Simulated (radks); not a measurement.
The numbers below are computed, except where a source is named.
Q: Species: Sn33+. Configuration: [Ne] 3s2 3p5 (the NIST ground configuration). Level of theory: scalar-relativistic Kohn-Sham, PBE, spin-unpolarised, spherical densities, point nucleus (a radial shooting solver on a logarithmic mesh with Libxc functionals). Some entries of the table are withheld. Estimate them.

| orbital | occ. | eigenvalue (eV) | r(max) (bohr) |
|---|---|---|---|
| 1s | 2 | (1) | 0.01877 |
| 2s | 2 | -6093.684 | 0.1056 |
| 2p | 6 | -5659.254 | 0.08453 |
| 3s | 2 | -2273.474 | 0.2890 |
| 3p | 5 | -2135.212 | 0.2788 |
| 3d | 0 | -1960.973 | (2) |
| 4s | 0 | -1166.887 | 0.5870 |
| 4p | 0 | -1110.765 | 0.5881 |

A: 
(1) 1s eigenvalue (eV): -30775.58
(2) 3d r(max) (bohr): 0.2234
